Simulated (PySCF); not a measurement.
NaI⁻: from constants to spectrum

UHF-SCS-MP2 constants of NaI⁻, ²Σ⁺ (doublet), unpaired electrons σ ↑ (PySCF, scalar-relativistic core potentials, basis sets Na aug-cc-pVDZ, I aug-cc-pVDZ-PP with ECP28; masses 22.9898 and 126.9045 u):

* ωe: 164.1 cm⁻¹
* ωexe: 1.0 cm⁻¹
* Be: 0.096232 cm⁻¹
* αe: 0.000792 cm⁻¹
* De to Na + I⁻: 0.92 eV

Problem. What force constant and bond length do these constants imply?

Solution. Reduced mass μred = 19.464 u; k = 5.8918×10⁻⁷·μred·ωe² (u, cm⁻¹, mdyn/Å) = 0.309 mdyn/Å; Re = √(16.8576/(μred·Be)) (u, cm⁻¹, Å) = 3.000 Å.

Problem. Estimate the centrifugal constant D from the Kratzer relation and find the Dunham coefficient a1.

Solution. D = 4Be³/ωe² = 1.32e-07 cm⁻¹; a1 = −1 − αeωe/(6Be²) = -3.34.

Correlated steps freeze 5 core orbitals. Correlated levels converge slowly with the basis: in double zeta they bind strong bonds too weakly, by up to about 1 eV, and carry superposition errors of some tenths. Spin–orbit coupling is left out. For an ion De counts to the pair picked by the measured ionisation energies or electron affinities, which need not be the lowest pair at this level. The state was picked by a PBE0 search and need not be the measured ground state.
